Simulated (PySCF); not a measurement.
# Spinor energies of Ge(3+) (germanium, charge +3)

Start: [Ar] 3d10 4s1; 4s1/2 filled at m_j = +1/2. Calculated with PySCF 2.14 in x2c-QZVPPall-2c: generalised Hartree-Fock with the X2C-1e Hamiltonian and a Gaussian nucleus; one run each with spin-orbit coupling (SO) switched off, then screened by Boettger's factors.

| spinor shell | electrons | ε, spin-free (eV) | ε, screened SO (eV) | weight of nominal j (screened SO) | rms radius, screened SO (bohr) |
| --- | --- | --- | --- | --- | --- |
| 1s1/2 | 2 | -11214.2 | -11214.0 | 1.000 | 0.0542 |
| 2s1/2 | 2 | -1488.0 | -1488.0 | 1.000 | 0.227 |
| 2p1/2 | 2 | -1299.9 | -1321.9 | 1.000 | 0.201 |
| 2p3/2 | 4 | -1299.9 | -1289.3 | 1.000 | 0.204 |
| 3s1/2 | 2 | -235.24 | -235.23 | 1.000 | 0.668 |
| 3p1/2 | 2 | -175.54 | -178.67 | 0.999 | 0.693 |
| 3p3/2 | 4 | -175.54 | -174.04 | 1.000 | 0.703 |
| 3d3/2 | 4 | -77.363 | -77.767 | 0.987 | 0.799 |
| 3d5/2 | 6 | -77.363 | -77.090 | 0.991 | 0.803 |
| 4s1/2 | 1 | -44.741 | -44.741 | 1.000 | 2.01 |

```json
{"quantity": "E (hartree)", "spin-free": "-2095.05789", "screened SO": "-2095.13859"}
{"quantity": "M_J", "spin-free": "1/2", "screened SO": "1/2"}
{"quantity": "⟨J²⟩", "spin-free": "0.750", "screened SO": "0.750"}
{"quantity": "⟨L²⟩", "spin-free": "0.000", "screened SO": "0.002"}
{"quantity": "⟨S²⟩", "spin-free": "0.750", "screened SO": "0.752"}
```

Each row is a mean over spinors that exchange with the open shell spreads, by up to 0.664 eV (3s1/2).

Without spin-orbit coupling the j labels of p, d and f shells carry no meaning; the spin-free column gives the mean over the occupied spinors of each nl shell.
